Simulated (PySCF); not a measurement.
## Structure elucidation problem

Molecular formula: C$_{6}$H$_{10}$O$_{2}$. Simulated spectra:

1H NMR (500 MHz, computed): δ 3.39 (q, J = 7.8 Hz, 1H), 2.13 (s, 6H), 1.28 (d, J = 7.8 Hz, 3H).

13C{1H} NMR (computed): δ 208.5 (C, 2C), 67.5 (CH), 28.1 (CH3, 2C), 13.8 (CH3).

[PySCF: GIAO PBE0/pcSseg-1 shieldings; structure optimised with PBE0-D3(BJ)/def2-SVP; spin–spin couplings from B3LYP/pcJ-1 (without the spin–dipole term); single conformer; non-relativistic; no solvent model; fast rotation and ring inversion assumed for equivalent nuclei]

δ = σ(ref) − σ, references computed at the same level: TMS for 1H (σ = 31.27 ppm), 13C (σ = 184.41 ppm).

Problem. Choose the structure that fits.
A. CC(=O)C(C)C(C)=O
B. C/C=C\COC(C)=O
C. C=C[C@@H](C)OC(C)=O
D. C=C(C)C(=O)OCC

Solution. A. 

- The formula gives 2 degrees of unsaturation (no ring in the answer).
- 4 carbon signals for 6 carbons: some carbons are equivalent by symmetry or fast rotation.
- Carbon types of the structure: 2 × C, 1 × CH, 3 × CH3, which accounts for all hydrogens.
- δC 208.5: ketone carbonyl carbon; low-lying n→π* states of the double bond to the heteroatom give a large paramagnetic term (-276 ppm).
- δC 67.5: sp3 CH α to a carbonyl.
- δC 28.1: methyl carbon α to a carbonyl; the adjacent C=O deshields it moderately.
- δC 13.8: methyl carbon; aliphatic region, no heteroatom directly attached.
- δH 2.13: hydrogen on a methyl carbon α to a carbonyl; α to C=O.
- The protons at 3.39 and 1.28 share a coupling of 7.8 Hz (vicinal).

The others: C=C(C)C(=O)OCC would give 6 carbon signals, not 4; C=C[C@@H](C)OC(C)=O would give 6 carbon signals, not 4; C/C=C\COC(C)=O would give 6 carbon signals, not 4.

Multiplet labels drop couplings under 1 Hz and merge nearly equal ones. Unscaled 3J(H,H) at this level run about 10 % above measured values. Shifts are as computed. Against solution values, carbons near 30 ppm lie about +2 ppm off and those near 130 ppm about +5 ppm. Of 1211 compounds with measured shifts, 218 miss one by over three times the rms of a fit or turn the order of signals round; such compounds aren't used in these exercises.
